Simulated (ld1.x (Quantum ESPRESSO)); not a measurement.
# Plane-wave convergence, TM potential for O (Z = 8)

| Property | Result |
| --- | --- |
| Element | O (Z = 8) |
| Generator | ld1.x (Quantum ESPRESSO) 7.5 |
| Type | norm-conserving Troullier–Martins (Kleinman–Bylander form) |
| Functional | PW91 |
| Relativity | fully relativistic |
| Frozen core | [He] |
| Valence charge | 6 |
| Reference configuration | 2s1.75 2p4.25 |
| Partial waves | 2s (bound): rc 0.55 bohr; 2p (bound): rc 2.05 bohr |
| Local potential | the p channel |
| Core correction | Bessel-smoothed model core inside 0.45 bohr |

Open shells are filled in proportion to 2j + 1 (rel_dist='average').

The pseudo-atom Hamiltonian at the reference potential is diagonalised in spherical Bessel functions j_l(qr) that vanish at 20 bohr, with q² up to the cutoff. All-electron valence levels (Ry): 2s -1.7730, 2p1/2 -0.6793, 2p3/2 -0.6765.

How do the lowest levels (Ry) of each channel move with the cutoff, and are there ghosts?

```json
{"cutoff (Ry)": "8", "s #1": "-1.5013", "p1/2 #1": "-0.0674", "p3/2 #1": "-0.0674", "d #1": "0.0816", "d #2": "0.1925", "f #1": "0.1218", "f #2": "0.2679", "Σ f·Δε (mRy)": "3062.3"}
{"cutoff (Ry)": "18", "s #1": "-1.5209", "p1/2 #1": "-0.5011", "p3/2 #1": "-0.5011", "d #1": "0.0816", "d #2": "0.1925", "f #1": "0.1218", "f #2": "0.2679", "Σ f·Δε (mRy)": "1185.2"}
{"cutoff (Ry)": "35", "s #1": "-1.5840", "p1/2 #1": "-0.6755", "p3/2 #1": "-0.6755", "d #1": "0.0816", "d #2": "0.1925", "f #1": "0.1218", "f #2": "0.2679", "Σ f·Δε (mRy)": "333.2"}
{"cutoff (Ry)": "55", "s #1": "-1.6193", "p1/2 #1": "-0.6772", "p3/2 #1": "-0.6772", "d #1": "0.0816", "d #2": "0.1925", "f #1": "0.1218", "f #2": "0.2679", "Σ f·Δε (mRy)": "264.1"}
{"cutoff (Ry)": "90", "s #1": "-1.6266", "p1/2 #1": "-0.6775", "p3/2 #1": "-0.6775", "d #1": "0.0816", "d #2": "0.1925", "f #1": "0.1218", "f #2": "0.2679", "Σ f·Δε (mRy)": "250.5"}
{"cutoff (Ry)": "140", "s #1": "-1.6903", "p1/2 #1": "-0.6775", "p3/2 #1": "-0.6775", "d #1": "0.0816", "d #2": "0.1925", "f #1": "0.1218", "f #2": "0.2679", "Σ f·Δε (mRy)": "139.0"}
{"cutoff (Ry)": "230", "s #1": "-1.7631", "p1/2 #1": "-0.6775", "p3/2 #1": "-0.6775", "d #1": "0.0816", "d #2": "0.1925", "f #1": "0.1218", "f #2": "0.2679", "Σ f·Δε (mRy)": "11.6"}
{"cutoff (Ry)": "400", "s #1": "-1.7697", "p1/2 #1": "-0.6775", "p3/2 #1": "-0.6775", "d #1": "0.0816", "d #2": "0.1925", "f #1": "0.1218", "f #2": "0.2679", "Σ f·Δε (mRy)": "0.0"}
```

Result: no extra level below or beside the all-electron valence levels (s, p1/2, p3/2, d, f tested); 10 mRy is reached at 260 Ry and 1 mRy at over 300 Ry.

Its largest configuration-test error is +610 meV.
